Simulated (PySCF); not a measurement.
# Computed spin Hamiltonian

Species: C₄H₆NSi (doublet state).
Z-matrix (Å and degrees, GFN2-xTB geometry), rows numbered from 1:
```
Si
N   1  1.7434
C   2  1.3702  1  126.33
C   3  1.3616  2  109.53  1   176.93
C   4  1.4156  3  106.87  2    -0.36
C   5  1.3616  4  106.87  3     0.05
H   1  1.4542  2  107.86  3   156.15
H   1  1.4541  2  107.86  3    27.89
H   3  1.0726  2  120.39  1    -3.53
H   4  1.0727  3  126.70  2   179.51
H   5  1.0726  4  126.44  3   179.75
H   6  1.0725  2  120.38  1     3.55
```

The species is `[SiH2]n1cccc1` [radical].

Theory: PySCF, UKS B3LYP, pcH-1 on C H N Si, non-relativistic, mean-field spin-orbit, GIAO. Geometry: GFN2-xTB, one conformer, isolated molecule. A GFN2-xTB geometry isn't a minimum of the functional, and hyperfine couplings can be far from their values at a DFT geometry, by a factor of two or more for some ions and for spin on atoms past the first row. The SCF solution wasn't tested for stability.

```json
{
 "g1, g2, g3": "2.00178, 2.00211, 2.00397",
 "g_iso": "2.00262",
 "Form of g": "rhombic: the two nearest values differ by 15 % of g3 − g1",
 "⟨S²⟩": "0.7514 (exact 0.7500)",
 "α and β electrons": "26, 25",
 "Total energy": "-500.25498 Eh"
}
```

Hyperfine couplings atom by atom, in MHz; T1 to T3 are the principal values of the dipolar part; ρ(0) is the spin density at the nucleus:

| atom | isotope | a_iso | of which spin–orbit | T1 | T2 | T3 | Mulliken spin population | ρ(0) (bohr⁻³) |
| --- | --- | --- | --- | --- | --- | --- | --- | --- |
| Si1 | 29Si | -514.6 | 1.0 | -159.1 | 79.4 | 79.8 | 0.86 | 0.5802 |
| N2 | 14N | 8.5 | 0.0 | -4.1 | -3.9 | 8.0 | 0.04 | 0.0263 |
| C3 | 13C | -1.5 | 0.0 | -1.1 | -0.1 | 1.3 | 0.00 | -0.0013 |
| C4 | 13C | 1.6 | 0.0 | -2.7 | -2.0 | 4.7 | 0.03 | 0.0014 |
| C5 | 13C | 1.5 | 0.0 | -2.7 | -2.0 | 4.7 | 0.03 | 0.0014 |
| C6 | 13C | -1.5 | 0.0 | -1.1 | -0.1 | 1.3 | 0.00 | -0.0013 |
| H7 | 1H | 72.4 | 0.0 | -8.9 | 0.8 | 8.1 | 0.02 | 0.0162 |
| H8 | 1H | 72.3 | 0.0 | -8.9 | 0.8 | 8.2 | 0.02 | 0.0162 |
| H9 | 1H | -0.4 | 0.0 | -2.2 | -1.2 | 3.4 | 0.00 | -0.0001 |
| H10 | 1H | -2.1 | 0.0 | -1.7 | -0.7 | 2.4 | 0.00 | -0.0005 |
| H11 | 1H | -2.1 | 0.0 | -1.7 | -0.7 | 2.4 | 0.00 | -0.0005 |
| H12 | 1H | -0.4 | 0.0 | -2.2 | -1.2 | 3.4 | 0.00 | -0.0001 |

The largest Mulliken spin population is on Si1 (+0.86). The angles at Si1 add up to 333.6°, so it is pyramidal.

Axes: g3 points within 8° of the Si1–N2 bond.

Under fast tumbling the dipolar parts average out, and these isotropic splittings remain: 2 × 1H (H7/H8, I = 1/2, 3 lines) with 2.58 mT, 1 × 14N (N2, I = 1, 3 lines) with 0.30 mT and 2 × 1H (H10/H11, I = 1/2, 3 lines) with 0.08 mT.

Nuclei that the bonding pattern makes equivalent are averaged, as if the motion that swaps them (rotation, inversion, ring flip) were fast.

The 29Si coupling of Si1 (-514.6 MHz) shows only in satellite lines or after enrichment, since that isotope makes up about 4.7 % of natural silicon.

Hardware: Arm Neoverse V1, one thread, shared host with 32 logical CPUs at a one-minute load of 14. Cost: 38 s wall (with the writing of density and orbital grids), 0.77 GiB resident at most.
